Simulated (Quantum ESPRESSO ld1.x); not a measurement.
Task: These are the eigenvalues of the occupied orbitals of an atom or ion with whole-number occupations (eV). All-electron calculation, Dirac Kohn-Sham, PBE, spin-unpolarised, spherical densities, point nucleus. Program: ld1.x of Quantum ESPRESSO 7.5.

1s1/2: -44994.4
2s1/2: -7322.99
2p1/2: -6934.91
2p3/2: -6374.66
3s1/2: -1607.01
3p1/2: -1440.76
3p3/2: -1328.09
3d3/2: -1039.39
3d5/2: -1014.98
4s1/2: -329.943
4p1/2: -266.709
4p3/2: -242.133
4d3/2: -138.204
4d5/2: -133.837
5s1/2: -54.9764
5p1/2: -38.0703
5p3/2: -34.7677
4f5/2: -15.4453
4f7/2: -14.9709

Which element is it, and in what charge state? The configuration may be excited. Open shells, if any, are shared by 2j + 1.

Result: Z = 61, promethium, charge +2: Pm2+ in [Xe] 4f5. The list shows which subshells hold electrons but not how many an open one holds; the 1s level, -1653.5 hartree, gives Z - s = 57.5 by -(Z - s)^2/2, which with screening and relativity narrows Z to a few neighbours, and the depths of the outer levels then fix element, charge and occupations together.
